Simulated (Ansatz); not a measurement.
Zn3Se3⁺. Charge 1, multiplicity 2. Geometry PBE-D4/def2-SVP; atoms count from 1.

```csv
atom,x (Å),y (Å),z (Å)
Zn1,-0.0922,0.5561,0.2407
Zn2,1.4267,-2.9797,-1.3043
Zn3,-2.4535,3.0442,-0.1361
Se4,2.2296,0.3953,0.4221
Se5,-2.3682,0.7212,-0.0422
Se6,1.2577,-1.7371,0.8199
```

Another isomer (doublet) lies 1.61 eV lower at PBE0-D4/def2-SVP; other spin states weren't run for this one.

**Question.** Estimate the Mulliken populations from the PBE0/def2-SVP orbitals of Ansatz.

**Answer.** 
```csv
atom,charge (e),spin (α − β),d electrons
Zn1,0.49,0.00,9.94
Zn2,0.53,0.46,9.98
Zn3,0.57,0.37,9.97
Se4,-0.12,-0.06,–
Se5,-0.30,0.08,–
Se6,-0.17,0.14,–
```
Mulliken values and Mayer orders depend strongly on the basis.

**Question.** Where does the spin sit?

**Answer.** Summed by element: Zn 0.83, Se 0.17, of 1 unpaired in all. Largest on single atoms: Zn2 0.46, Zn3 0.37, Se6 0.14.

**Question.** And the Mayer bond orders between bonded heavy atoms (over 0.3)?

**Answer.** Zn1–Se4 0.90 (2.33 Å); Zn1–Se5 1.00 (2.30 Å); Zn1–Se6 0.30 (2.72 Å); Zn2–Se6 0.77 (2.47 Å); Zn3–Se5 1.03 (2.33 Å); Se4–Se6 1.07 (2.38 Å).
